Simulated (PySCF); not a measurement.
Input file for PySCF: U-HF/LANL2DZ on GaH3O2 (SMILES [OH][GaH][OH]), a point of a bond scan (R = 2.216 Å).

```python
from pyscf import gto, scf, dft, mp
from pyscf.data.elements import chemcore

mol = gto.M(
    atom='''
    Ga   -0.24404156   -0.17751198   -0.15122784
    H    -1.35423056   -1.01629250   -0.82710093
    O     0.02041342    1.53779605   -0.57659188
    H     1.68070828    2.46361691    0.56131148
    O     0.90232372   -0.75596542    1.10558427
    H     0.79534111   -1.67580809    1.36507609
    ''',
    basis='lanl2dz',
    ecp={'Ga': 'lanl2dz'},
    charge=0, spin=0, verbose=3, max_memory=1800)
mf = scf.UHF(mol)
mf.conv_tol = 1e-8
mf.max_cycle = 100
mf.init_guess_breaksym = True
mf.kernel()
if not mf.converged:
    mf = mf.newton().run(mf.mo_coeff, mf.mo_occ)
for _ in range(4):
    mo, _, stable, _ = mf.stability(return_status=True)
    if stable:
        break
    mf.kernel(mf.make_rdm1(mo, mf.mo_occ))
```

Task: Give the final energy of this run.

Result: -153.3561 hartree. Its determinant has ⟨S²⟩ = 0.96, a mixture of spin states.
